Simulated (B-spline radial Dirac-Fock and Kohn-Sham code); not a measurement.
## Tc³⁺ 2s: cross section and angular parameters

System: the Tc³⁺ ion in the configuration 1s2 2s2 2p6 3s2 3p6 3d10 4s2 4p6 4d4; threshold 3059.5 eV (orbital energy of the model). These are calculated numbers from a B-spline atomic structure program; the model is Dirac-Hartree-Slater photoionisation with a Latter tail; cross sections with all multipoles, angular parameters from the dipole term and its interference with E2.

```csv
hν (eV),σ (kb),β,γ
3150,40.5,1.995,0.985
3370,36.6,1.995,0.562
4000,27.4,1.995,0.083
4280,24.3,1.996,-0.002
4890,?,?,?
5414.7,15.8,1.996,-0.079
7360,8.68,1.996,0.119
9260,5.40,1.996,0.389
13300,2.43,1.995,0.963
```

**Question.** Give the values at 4890 eV.

**Answer.** σ = 19.1 kb, β = 1.996, γ = -0.079. For an s subshell δ is negligible.
